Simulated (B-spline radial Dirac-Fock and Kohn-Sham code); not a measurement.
What relativity does to the binding energies of Ar²⁺

System: argon as Ar²⁺ in the configuration 1s2 2s2 2p6 3s2 3p4.

Both columns are ΔSCF binding energies of the configuration average from a radial atomic solver: non-relativistic Hartree-Fock with a point nucleus, and Dirac-Fock with a finite nucleus and the Coulomb interaction alone, averaged over the two j levels with weights 2j+1.

| shell | Hartree-Fock (eV) | Dirac-Fock (eV) | shift (eV) | shift (%) |
| --- | --- | --- | --- | --- |
| 1s | 3229.7 | 3243.5 | +13.80 | +0.43 |
| 2s | 357.7 | 360.1 | +2.39 | +0.67 |
| 3s | 58.71 | 59.00 | +0.29 | +0.49 |
| 3p | 41.38 | 41.38 | 0.00 | -0.01 |

Relativity binds 1s, 2s, 3s more strongly, among those listed most of all 2s in relative terms.

Values without a named source are computed, but for edge energies of neutral atoms, which are taken from tables.
